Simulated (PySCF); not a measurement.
Compound: AlAsH6.
Structure used (PBE0-D3(BJ)/def2-SVP), in Å, numbered top down from 1:
```
atom  x, y, z in Å
Al1   -1.5274   -0.0053   -0.0325
As2    1.0996    0.0062    0.0189
H3    -1.6709   -0.5915   -1.5151
H4    -1.7259   -0.9932    1.2110
H5    -1.7099    1.5688    0.1938
H6     1.8249    0.4859    1.2538
H7     1.8634    0.8277   -0.9925
H8     1.8552   -1.2891   -0.1620
```

Method used: EOM-IP-CCSD/aug-cc-pVDZ in PySCF, restricted Hartree–Fock reference, 14 core orbitals frozen, non-relativistic, gas phase, PBE0-D3(BJ)/def2-SVP geometry.

Hartree–Fock orbital energies give these Koopmans values (eV): HOMO/HOMO-1 10.95, HOMO-2 11.39, HOMO-3/HOMO-4 14.93, HOMO-5 15.42.

What vertical ionisation energies does EOM-IP-CCSD give?

```csv
leading hole (HF orbital),Koopmans (eV),EOM-IP-CCSD (eV),change (eV),one-hole share
HOMO/HOMO-1,10.95,10.34,-0.61,0.94
HOMO-2,11.39,10.93,-0.46,0.95
HOMO-3/HOMO-4,14.93,14.27,-0.66,0.94
HOMO-5,15.42,14.37,-1.05,0.88
```

Does the order of the lines follow the orbital energies?

Yes, no two lines change places. The corrections run from -1.05 to -0.46 eV, with a mean of -0.70 eV over the 4 lines; no line lies above its Koopmans value.

At what kinetic energies would He I light (21.22 eV) eject these electrons?

10.88 eV (HOMO/HOMO-1), 10.29 eV (HOMO-2), 6.95 eV (HOMO-3/HOMO-4), 6.85 eV (HOMO-5).

Lines less than 0.15 eV apart could change places at a higher level. One root was sought for each valence orbital with −ε under 21 eV, eight at most, so deeper holes and satellites are missing; no vibrational structure.
